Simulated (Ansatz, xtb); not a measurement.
**Two isomers of C6H6BN**

We compare X, `Bn1ccc(C#C)c1`, a singlet, with Y, `Bc1c[nH]c(C#C)c1`, a singlet. Both are isolated molecules in the gas phase, relaxed with r2SCAN-D4/def2-SVP; the shapes shown needn't be the lowest conformers.

X (Å):

```xyz
14

C    -0.6736   -1.0356    1.8331
C     0.5704   -0.7896    1.3305
C     0.4280    0.2247    0.3014
C     1.4703    0.7784   -0.4821
C     2.3809    1.2419   -1.1454
C    -0.9140    0.5415    0.2372
B    -3.0085   -0.1900    1.4142
N    -1.6046   -0.2241    1.1718
H    -3.4554   -0.9183    2.2615
H    -3.6805    0.5647    0.7609
H    -1.0094   -1.7184    2.6112
H     1.5051   -1.2580    1.6335
H     3.1798    1.6543   -1.7331
H    -1.4400    1.2509   -0.3980
```

Y (Å):

| atom | x (Å) | y (Å) | z (Å) |
| --- | --- | --- | --- |
| C | -1.7001 | -0.3049 | 0.9838 |
| C | -0.7646 | -1.1468 | 1.6122 |
| C | 0.4226 | 0.3338 | 0.4005 |
| C | 1.5941 | 0.9301 | -0.1137 |
| C | 2.6126 | 1.4373 | -0.5519 |
| C | -0.9211 | 0.6278 | 0.2193 |
| B | -3.2121 | -0.4084 | 1.1222 |
| N | 0.4813 | -0.7631 | 1.2629 |
| H | -3.6958 | -1.2713 | 1.8206 |
| H | -3.9411 | 0.3628 | 0.5417 |
| H | -0.9312 | -1.9896 | 2.2829 |
| H | 1.3484 | -1.1915 | 1.5682 |
| H | 3.5030 | 1.8924 | -0.9444 |
| H | -1.3054 | 1.4348 | -0.4023 |

Quicker runs give these differences E(Y) − E(X): GFN2-xTB +22.1 kcal/mol; HF/STO-3G +25.1 kcal/mol (at GFN2-xTB geometries); r2SCAN-D4/def2-SVP//GFN2-xTB +13.8 kcal/mol.

Task: Estimate E(Y) − E(X) at the level CCSD(T)/def2-SVP + ΔMP2/def2-TZVPP.

Result: Calculated at CCSD(T)/def2-SVP + ΔMP2/def2-TZVPP: E(Y) − E(X) = +17.1 kcal/mol, so structure X lies lower.

The same difference at several levels:

| level | geometry | E(Y) − E(X) (kcal/mol) | departure from the last row (kcal/mol) | job, with rough time for the two |
| --- | --- | --- | --- | --- |
| GFN2-xTB | GFN2-xTB | +22.1 | +5.0 | optimisation, 0.14 s |
| HF/STO-3G | GFN2-xTB | +25.1 | +8.0 | single point, 0.4 s |
| r2SCAN-D4/def2-SVP//GFN2-xTB | GFN2-xTB | +13.8 | −3.2 | single point, 3.1 s |
| r2SCAN-D4/def2-SVP | r2SCAN-D4/def2-SVP | +13.9 | −3.2 | optimisation, 30 s |
| HF/def2-SVP | r2SCAN-D4/def2-SVP | +17.1 | +0.1 | part of the CCSD(T) run |
| MP2/def2-SVP | r2SCAN-D4/def2-SVP | +16.2 | −0.8 | part of the CCSD(T) run |
| CCSD(T)/def2-SVP | r2SCAN-D4/def2-SVP | +17.5 | +0.4 | single point |
| CCSD(T)/def2-SVP + ΔMP2/def2-TZVPP | r2SCAN-D4/def2-SVP | +17.1 |  | single point, 56 s |

As drawn, Y has 1 C–B, 1 N–H in place of 1 B–N, 1 C–H.

The levels shown agree on the order. The largest departure from CCSD(T)/def2-SVP + ΔMP2/def2-TZVPP is that of HF/STO-3G, 8.0 kcal/mol. The last row adds to CCSD(T) the change of the MP2 difference between the two basis sets, here −0.4 kcal/mol.

With thermal terms from frequencies at re-optimised GFN2-xTB minima (ideal gas, soft modes damped towards free rotors, one conformer each, 298.15 K, 1 atm): the zero-point term adds −0.5 kcal/mol; ΔH is +16.8 and ΔG +16.4 kcal/mol.

The correlated steps freeze 8 core orbitals. Codes used: Ansatz 0.2.0, xtb 6.7.1; the last row on 2 threads of Intel(R) Xeon(R) 6975P-C (Granite Rapids) on a shared host.
